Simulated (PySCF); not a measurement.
# `C[C+](C)C#CC(C)C`, [C8H13]+, charge +1

Molfile (atoms numbered from 1):
```
C8H13
     RDKit          3D

 21 20  0  0  0  0  0  0  0  0999 V2000
   -2.8439   -0.7223    1.0698 C   0  0  0  0  0  0  0  0  0  0  0  0
   -2.0397    0.0460    0.1212 C   0  0  0  0  0  0  0  0  0  0  0  0
   -2.6868    0.7481   -0.9880 C   0  0  0  0  0  0  0  0  0  0  0  0
   -0.6826    0.1043    0.2604 C   0  0  0  0  0  0  0  0  0  0  0  0
    0.5326    0.1540    0.3968 C   0  0  0  0  0  0  0  0  0  0  0  0
    1.9473    0.1885    0.5273 C   0  0  0  0  0  0  0  0  0  0  0  0
    2.5017   -1.2517    0.5307 C   0  0  0  0  0  0  0  0  0  0  0  0
    2.6133    1.0632   -0.5367 C   0  0  0  0  0  0  0  0  0  0  0  0
   -2.2522   -1.4003    1.6799 H   0  0  0  0  0  0  0  0  0  0  0  0
   -3.3445   -0.0143    1.7403 H   0  0  0  0  0  0  0  0  0  0  0  0
   -3.6480   -1.2540    0.5593 H   0  0  0  0  0  0  0  0  0  0  0  0
   -2.6626    0.0868   -1.8625 H   0  0  0  0  0  0  0  0  0  0  0  0
   -3.7337    0.9609   -0.7800 H   0  0  0  0  0  0  0  0  0  0  0  0
   -2.1493    1.6502   -1.2775 H   0  0  0  0  0  0  0  0  0  0  0  0
    2.1507    0.6133    1.5227 H   0  0  0  0  0  0  0  0  0  0  0  0
    3.5737   -1.2142    0.7013 H   0  0  0  0  0  0  0  0  0  0  0  0
    2.0437   -1.8505    1.3136 H   0  0  0  0  0  0  0  0  0  0  0  0
    2.3172   -1.7248   -0.4303 H   0  0  0  0  0  0  0  0  0  0  0  0
    3.6835    1.1029   -0.3553 H   0  0  0  0  0  0  0  0  0  0  0  0
    2.4484    0.6536   -1.5301 H   0  0  0  0  0  0  0  0  0  0  0  0
    2.2224    2.0772   -0.5088 H   0  0  0  0  0  0  0  0  0  0  0  0
  1  2  1  0
  2  3  1  0
  2  4  1  0
  4  5  3  0
  5  6  1  0
  6  7  1  0
  6  8  1  0
  1  9  1  0
  1 10  1  0
  1 11  1  0
  3 12  1  0
  3 13  1  0
  3 14  1  0
  6 15  1  0
  7 16  1  0
  7 17  1  0
  7 18  1  0
  8 19  1  0
  8 20  1  0
  8 21  1  0
M  CHG  1   2   1
M  END
```

Method used: GIAO HF/pcSseg-1 magnetisability, rotational g tensor and spin-rotation constants, non-relativistic, gas phase in PySCF. Geometry: GFN2-xTB.

For an ion the centre-of-mass motion in the field is neglected.

Give the nuclear spin-rotation constants along the inertial axes (H = +C I·J) beside the isotropic shieldings.

Rotational constants 4.1155, 0.8840, 0.7709 GHz. A star marks the isotopologue with that one atom substituted, in its own axes.
| atom | isotope | Caa (kHz) | Cbb (kHz) | Ccc (kHz) | mean (kHz) | σ (ppm) |
| --- | --- | --- | --- | --- | --- | --- |
| H9 | 1H | -0.345 | -0.006 | -0.101 | -0.150 | 28.5 |
| H10 | 1H | -0.389 | -0.106 | -0.017 | -0.171 | 28.8 |
| H11 | 1H | -0.129 | -0.108 | -0.053 | -0.097 | 28.3 |
| H12 | 1H | -0.551 | -0.102 | 0.008 | -0.215 | 29.0 |
| H13 | 1H | 0.102 | -0.109 | -0.093 | -0.033 | 28.3 |
| H14 | 1H | -0.395 | -0.011 | -0.088 | -0.165 | 28.5 |
| H15 | 1H | -0.380 | -0.104 | -0.004 | -0.163 | 28.4 |
| H16 | 1H | 0.069 | -0.109 | -0.096 | -0.045 | 30.0 |
| H17 | 1H | -0.384 | -0.014 | -0.097 | -0.165 | 30.3 |
| H18 | 1H | -0.479 | -0.109 | 0.000 | -0.196 | 30.6 |
| H19 | 1H | 0.064 | -0.108 | -0.098 | -0.047 | 30.2 |
| H20 | 1H | -0.477 | -0.100 | -0.007 | -0.195 | 30.5 |
| H21 | 1H | -0.402 | -0.052 | -0.059 | -0.171 | 30.2 |
| C1 | 13C* | 0.812 | 0.120 | 0.110 | 0.347 | 153.3 |
| C2 | 13C* | 3.410 | 0.531 | 0.106 | 1.349 | -86.3 |
| C4 | 13C* | -0.234 | 0.317 | 0.263 | 0.115 | 118.1 |
| C5 | 13C* | 2.866 | 0.443 | 0.292 | 1.201 | -86.3 |
| C6 | 13C* | 0.629 | 0.122 | 0.095 | 0.282 | 167.4 |
| C7 | 13C* | 0.555 | 0.103 | 0.108 | 0.256 | 172.7 |

For the geometry as given, no vibrational averaging.

How do the rotational constants and the g tensor change when H9, H10, H11, H12, H13, H14, H15, H16, H17, H18, H19, H20, H21 are replaced by deuterium?

Constants 3.0839, 0.7329, 0.6367 GHz; g -0.0147, 0.0092, 0.0104, against -0.0196, 0.0110, 0.0125 before.
